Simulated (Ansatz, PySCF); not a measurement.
Si(Br)2 anion (Br₂Si), SMILES Br[Si]Br (connectivity only; charge and spin as stated), charge -1, multiplicity 2. Atoms are numbered in the order given.

```xyz
3

Si     0.0000     0.0000     1.3062
Br     0.0000     1.8442    -0.2570
Br     0.0000    -1.8442    -0.2570
```
Charge -1, spin multiplicity 2.

Geometry: PBE0-D3(BJ)/def2-SVPD. The spin state was assumed, not searched. The isomer is the one that the SMILES or the coordinates give; other isomers of the formula were not compared.

Two levels are set side by side: PBE-D3(BJ)/def2-SVPD (Ansatz, a program for electronic structure) and PBE0-D3(BJ)/def2-SVPD (Ansatz). Each level has its own optimised geometry; the coordinates shown are those of the second. Frequencies come from the Hessian of PySCF at each geometry. Differences are taken from unrounded values.

```tsv
quantity	PBE0-D3(BJ)
mean bond length (Å)	2.418
bond Si1–Br2 (Å)	2.418
bond Si1–Br3 (Å)	2.418
highest harmonic wavenumber (cm⁻¹)	316
mean harmonic wavenumber (cm⁻¹)	231
zero-point energy (kcal/mol)	0.99
```

### Question
What does PBE-D3(BJ) give, and how far is it from PBE0-D3(BJ)? (An estimate is asked for; the answer gives what the named calculation found.)

### Answer

```tsv
quantity	PBE-D3(BJ)	PBE-D3(BJ) minus PBE0-D3(BJ)
mean bond length (Å)	2.441	0.023
bond Si1–Br2 (Å)	2.441	0.023
bond Si1–Br3 (Å)	2.441	0.023
highest harmonic wavenumber (cm⁻¹)	301	-14
mean harmonic wavenumber (cm⁻¹)	220	-11
zero-point energy (kcal/mol)	0.95	-0.05
```

Exact exchange shortens and stiffens bonds; PBE has none. Differences between two approximate levels are no errors against the true value.
